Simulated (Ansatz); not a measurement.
`Cl[Si](Cl)(Cl)[SeH]`. Total charge 0; spin multiplicity 1. Correlated methods include outer-core shells of Se, which these sets cover unevenly. Scalar relativity is left out up to krypton.

Cartesian coordinates in Å:
```
Cl 0.067 -0.923 -1.922
Si -0.108 0.318 -0.320
Cl 0.576 2.163 -0.820
Cl -2.087 0.433 0.135
Se 1.137 -0.356 1.427
H 0.413 -1.634 1.500
```

**Question.** Give the diagnostics of a CCSD(T)/def2-TZVPP run (frozen core, Ansatz 0.2.0). (Estimate.)

**Answer.** Ansatz gave: T1 = 0.0090, largest single amplitude 0.014, largest double 0.029, (T) share of the correlation energy 4.2 %, 8 CCSD cycles. The RHF solution is stable towards an unrestricted one. T1 lies under the customary mark of 0.02 for closed shells.
